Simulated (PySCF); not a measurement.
CH5F3Si2. Atoms are numbered in the order given.

```xyz
11

Si     1.7717    -0.6886    -0.1958
F      2.0746     0.5259     0.8728
C      0.2073    -0.2248    -1.1320
Si    -1.1007     0.5301    -0.0392
F     -2.5739     0.3031    -0.7042
F     -1.1080    -0.2756     1.3818
H      1.5818    -1.9622     0.5690
H      2.9516    -0.7883    -1.1176
H     -0.2142    -1.1385    -1.6059
H      0.4480     0.4903    -1.9475
H     -0.9394     1.9863     0.2300
```
Charge 0, spin multiplicity 1.

Geometry: PBE-D3(BJ)/def2-SVP. The structure was generated by enumeration, and PubChem lists no compound with its InChIKey, so it may never have been made. One conformer was computed; it need not be the lowest.

Computed with PBE/def2-TZVP (PySCF).

Computed frontier levels, gap, dipole moment and polarisability:
highest occupied level: -7.91 eV
lowest empty level: -1.11 eV
orbital gap: 6.81 eV
dipole moment: 2.46 D
quadrupole, principal values (traceless, Buckingham form, about the centre of nuclear charge): -8.29, 2.04, 6.24 D·Å
mean static polarisability: 61.3 bohr³ (9.09 Å³)
polarisability, principal values: 55.3, 56.6, 72.1 bohr³
